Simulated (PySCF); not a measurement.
Cl4Ga (SMILES [Cl][Ga-]([Cl])([Cl])[Cl]), charge -1, singlet, geometry from GFN2-xTB (such geometries of metal compounds can be far from the true shape).

Input for PySCF:
```python
from pyscf import gto, scf, dft

mol = gto.M(
    atom='''
Ga    0.000000    0.000000   -0.000000
Cl    1.712787   -0.599084   -1.193301
Cl    0.655374    0.491900    2.011226
Cl   -0.937679    1.739129   -0.901498
Cl   -1.430483   -1.631945    0.083574
''',
    basis='6-31g',
    charge=-1,
    spin=0,
    verbose=4,
)

mf = dft.RKS(mol)
mf.xc = 'revpbe'
mf.kernel()
mf.analyze()
```

### Question
Predict the HOMO-LUMO gap from REVPBE/6-31G run with PySCF.

### Answer
5.86 eV

### Question
What is the computed HOMO energy (REVPBE/6-31G)?

### Answer
-3.08 eV

### Question
Predict the nuclear repulsion energy from REVPBE/6-31G.

### Answer
772.3782 Eh

### Question
Predict the total energy from REVPBE/6-31G.

### Answer
-3765.0250 Eh

### Question
Roughly what does it cost on one core?

### Answer
around 13 core-seconds (rough).
